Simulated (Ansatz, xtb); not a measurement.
This singlet lies 2.59 eV below the relaxed triplet at the level frozen-core CCSD(T)/cc-pVTZ // B3LYP-D3(BJ)/def2-TZVP (Ansatz, a quantum-chemistry and plane-wave program).

Species: Cl₂Ge, SMILES `[Cl][Ge][Cl]` (lower singlet) (charge 0, multiplicity 1).

Question: Give a relaxed geometry from GFN2-xTB (xtb 6.7.1).

Answer: the end point of this relaxation (outside a Z-matrix the atoms follow the SMILES, hydrogens last).
Bonds (Å): Cl1–Ge2 2.162, Ge2–Cl3 2.162. Bond angles (°): Cl1–Ge2–Cl3 99.6.
